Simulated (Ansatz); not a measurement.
PBE exchange is replaced step by step with exact exchange (0 % is PBE, 25 % PBE0; no dispersion term), basis def2-SVPD, Ansatz. System: [MnF6]2- (MnF₆²⁻). Total charge -2; quartet. Geometry: PBE-D4/def2-SVPD.

Geometry of the quartet:

```xyz
7

Mn    0.0000    0.0000    0.0000
F     0.4559    1.7785    0.2919
F    -0.4559   -1.7785   -0.2919
F     1.6948   -0.5255    0.5546
F    -1.6948    0.5255   -0.5546
F     0.6131    0.1301   -1.7502
F    -0.6131   -0.1301    1.7502
```

A multiply charged anion in the gas phase is held together partly by the finite basis. At PBE-D4/def2-SVPD, PBE with 10 % exact exchange/def2-SVPD, PBE with 15 % exact exchange/def2-SVPD the highest occupied level of the charge -2 quartet lies above zero (up to 2.64 eV). It is a level of α spin, whose loss leaves a triplet; that state wasn't run at this geometry and level. The electron is either unbound and held by the finite basis, or the level is raised by self-interaction error.

HOMO and LUMO are taken over both spins.

```json
{"exact exchange (%)": "0", "HOMO (eV)": "2.64", "LUMO (eV)": "5.31", "gap (eV)": "2.67", "⟨S²⟩": "3.781"}
{"exact exchange (%)": "10", "HOMO (eV)": "1.37", "LUMO (eV)": "5.44", "gap (eV)": "4.07", "⟨S²⟩": "3.792"}
{"exact exchange (%)": "15", "HOMO (eV)": "0.76", "LUMO (eV)": "5.51", "gap (eV)": "4.75", "⟨S²⟩": "3.798"}
{"exact exchange (%)": "40", "HOMO (eV)": "-1.35", "LUMO (eV)": "5.95", "gap (eV)": "7.30", "⟨S²⟩": "3.832"}
```

Task: Estimate the row for 25 %.

Result: 
```
exact exchange (%)  HOMO (eV)  LUMO (eV)  gap (eV)   ⟨S²⟩
                25      -0.07       5.67      5.74  3.811
```
